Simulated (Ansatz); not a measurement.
Molecule: sum formula SiPH₄, charge 0, multiplicity 2. It need not be the lowest isomer of its formula. 
Structure (B3LYP-D3(BJ)/def2-TZVP (Ansatz, an electronic-structure program) minimum search):
```
Si
H 1 1.4892
H 1 1.4892 2 108.42
P 1 2.2575 2 108.18 3 -117.10
H 4 1.4177 1 96.32 2 -73.60
H 4 1.4177 5 94.78 1 96.92
```
Charge 0, spin multiplicity 2.

Parts of the frozen-core correlation energy in def2-TZVPPD (Ansatz, hartree). Frozen orbitals: 10; correlated occupied orbitals by spin: 7 and 6; virtual: 147 and 148. UHF or UKS for open shells. Spin-orbit coupling is left out. Non-relativistic.

```json
[
 {"term": "reference (HF)", "value": "-631.98108"},
 {"term": "MP2 opposite-spin", "value": "___"},
 {"term": "MP2 same-spin", "value": "___"},
 {"term": "CCSD correlation", "value": "___"},
 {"term": "(T)", "value": "-0.01264"},
 {"term": "T1 diagnostic", "value": "0.018"},
 {"term": "largest doubles amplitude", "value": "0.018"},
 {"term": "<S^2> of the reference", "value": "0.761"}
]
```

Complete the blanks.


- MP2 opposite-spin, value: -0.22015
- MP2 same-spin, value: -0.04770
- CCSD correlation, value: -0.31117
